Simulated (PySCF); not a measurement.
Adding and removing an electron: NaBi

ROHF-CCSD(T); PySCF, scalar-relativistic core potentials, basis sets Na def2-SVP, Bi def2-SVP with ECP60. Neutral (ROHF): triplet (π ↑↑), Re = 3.063 Å, ωe = 174 cm⁻¹, De = 0.79 eV.

NaBi⁺ (UHF): quartet (σ ↑, π ↑↑), Re = 3.501 Å, ωe = 92.1 cm⁻¹. The energies at the minima are -375.48645 hartree for NaBi and -375.28799 for NaBi⁺.

Work out the adiabatic ionisation energy, without and with harmonic zero-point energies (1 hartree = 27.2114 eV, 1 eV = 8065.5 cm⁻¹), and the change of the bond length.

At CCSD(T): 0.19846 hartree = 5.400 eV between the minima; the zero-point term (92.1 − 174.0)/2 cm⁻¹ = -0.005 eV makes it 5.395 eV. Re changes by +43.8 pm against the neutral. The electron leaves a σ orbital, and the ion is left as a loose complex of an ion and an atom.

Correlated steps freeze 5 core orbitals. UHF and ROHF references stand side by side, which adds small steps between rows. Correlated levels converge slowly with the basis: in double zeta they bind strong bonds too weakly, by up to about 1 eV, and carry superposition errors of some tenths. These are scalar-relativistic numbers at best; spin–orbit coupling would shift them, the dissociation energy most. States were picked by a PBE0 search and need not be the measured ground states.

Neutral and ion stand on different kinds of reference determinant, which adds to the error of the difference.
